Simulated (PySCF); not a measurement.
TPSS on Co⁻ (cobalt, charge -1), [Ar] 3d8 4s2, high-spin 3F determinant. Calculation: PySCF 2.14, in x2c-TZVPPall with one added diffuse shell each of s, p, d, f type (7s6p5d3f1g, 80 functions); scalar relativity by spin-free X2C-1e.

```
cycle= 1 E= -1393.10797304446  delta_E= 0.159  |g|= 0.897  |ddm|= 0.753
cycle= 2 E= -1392.18695262081  delta_E= 0.921  |g|= 2.32  |ddm|=  1.4
cycle= 3 E= -1393.24735741595  delta_E= -1.06  |g|= 0.418  |ddm|= 0.883
cycle= 4 E= -1393.29007860878  delta_E= -0.0427  |g|= 0.213  |ddm|= 0.544
cycle= 5 E= -1393.30521651101  delta_E= -0.0151  |g|= 0.0349  |ddm|= 0.236
cycle= 6 E= -1393.30566787794  delta_E= -0.000451  |g|= 0.000736  |ddm|= 0.0345
cycle= 7 E= -1393.30566806545  delta_E= -1.88e-07  |g|= 0.000207  |ddm|= 0.00343
cycle= 8 E= -1393.30566808071  delta_E= -1.53e-08  |g|= 1.12e-05  |ddm|= 0.000272
cycle= 9 E= -1393.30566808081  delta_E= -1e-10  |g|= 2.24e-06  |ddm|= 2.58e-05
converged SCF energy = -1393.30566808081  <S^2> = 2.0171962  2S+1 = 3.0114423
```

Highest occupied orbital energy: 2.256 eV; ⟨L²⟩ = 12.05; populations by l: s 8.00, p 12.00, d 8.00, f 0.00.

(1) Can this result be used?

Results:

(1) With care. Self-consistency was reached. At TPSS the highest occupied level has a positive energy, so only the finite basis holds that electron; in a semilocal or global hybrid functional this comes from self-interaction and does not mean that the real anion is unbound.
